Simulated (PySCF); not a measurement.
## Bond length, frequency and bond energy of LiSe⁺ by level of theory

State: ³Σ⁻ (triplet), unpaired electrons π ↑↑. Set-up: Li aug-pcseg-1, Se aug-pcseg-1; no relativity (PySCF 2.14). De refers to Li⁺ + Se in their high-spin ground configurations, without counterpoise correction. The functionals are run spin-unrestricted. A positive dipole points towards Se; it is taken about the centre of mass and depends on that origin.

```csv
Level,Re (Å),ωe (cm⁻¹),De (eV),μ (D)
UHF,2.653,309,0.85,-9.31
UHF-MP2,2.662,304,0.86,n/a
UHF-SCS-MP2,2.663,304,0.86,n/a
UHF-CCSD,2.665,305,0.86,n/a
UHF-CCSD(T),2.666,304,0.86,n/a
PBE,2.623,311,0.93,-8.83
BLYP,2.630,306,0.92,-8.86
BP86,2.646,299,0.85,-9.00
r²SCAN,2.648,302,0.84,-9.15
PBE0,2.614,317,0.92,-8.90
B2PLYP,2.625,314,0.90,-9.03
```

**Question.** Which functional lies closest to UHF-CCSD(T) in De, which farthest, and by how much do they differ from it?

**Answer.** Closest is BP86 (-2.0 pm in Re, -1.6 % in ωe, -0.01 eV in De against UHF-CCSD(T) in the same basis), farthest PBE (-4.3 pm in Re, +2.3 % in ωe, +0.07 eV in De). CCSD(T) converges more slowly with the basis than the functionals do and binds too weakly in this one, so the order can change at the basis-set limit.

**Question.** What does second-order correlation do here, going from UHF to UHF-MP2?

**Answer.** UHF-MP2 less UHF: +0.9 pm in Re, -1.6 % in ωe, +0.01 eV in De. Correlation nearly always deepens the well. The bond lengthens, as in strong covalent bonds, where excitations into antibonding orbitals dominate.

**Question.** What does the triples do here, going from UHF-CCSD to UHF-CCSD(T)?

**Answer.** UHF-CCSD(T) less UHF-CCSD: +0.1 pm in Re, -0.3 % in ωe, +0.00 eV in De. The bond length hardly moves.

Correlated steps freeze 9 core orbitals. Correlated levels converge slowly with the basis: in double zeta they bind strong bonds too weakly, by up to about 1 eV, and carry superposition errors of some tenths. Spin–orbit coupling is left out. For an ion De counts to the pair picked by the measured ionisation energies or electron affinities, which need not be the lowest pair at this level. B2PLYP dipoles, levels and charges come from its SCF part alone. The state was picked by a PBE0 search and need not be the measured ground state.

The whole job (state search and all levels along the bond) took about 1.2 min on 1 thread of Intel Xeon 6975P-C (shared host), peak memory 0.55 GiB.
